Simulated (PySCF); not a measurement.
AlFH5NO2Si, SMILES [Al]([NH][SiH2]F)([OH])[OH].

Geometry optimised at B3LYP-D3(BJ)/def2-SVP. The structure was generated by enumeration; whether it is a known compound was not checked. Other conformers were not sampled.

All values below come from PySCF with TDDFT-PBE/def2-SVPD.

Vertical excitations. The molecule is in vacuum.

```
state  energy (eV)  λ (nm)      f                                            main pairs
-----  -----------  ------  -----  ----------------------------------------------------
S1            5.41     229  0.007                                       HOMO→LUMO 100 %
S2            6.04     205  0.000                                     HOMO−1→LUMO 100 %
S3            6.45     192  0.004                                      HOMO−2→LUMO 96 %
S4            6.60     188  0.037                                      HOMO−3→LUMO 91 %
S5            6.72     184  0.060                    HOMO−4→LUMO 73 %, HOMO→LUMO+1 17 %
S6            6.74     184  0.068                    HOMO→LUMO+1 62 %, HOMO−4→LUMO 23 %
S7            6.76     183  0.038                                      HOMO−5→LUMO 89 %
S8            7.02     177  0.094                                      HOMO→LUMO+2 78 %
S9            7.19     172  0.030                                      HOMO→LUMO+4 82 %
S10           7.30     170  0.013                                    HOMO−1→LUMO+1 93 %
T1            5.21     238      0                                        HOMO→LUMO 99 %
T2            5.84     212      0                                      HOMO−1→LUMO 99 %
T3            6.31     197      0  HOMO−4→LUMO 50 %, HOMO−3→LUMO 24 %, HOMO−2→LUMO 23 %
T4            6.36     195      0  HOMO−4→LUMO 46 %, HOMO−3→LUMO 39 %, HOMO−2→LUMO 13 %
```
Triplets are in the Tamm–Dancoff approximation, which puts them higher than full response would, so one can lie above its singlet here.
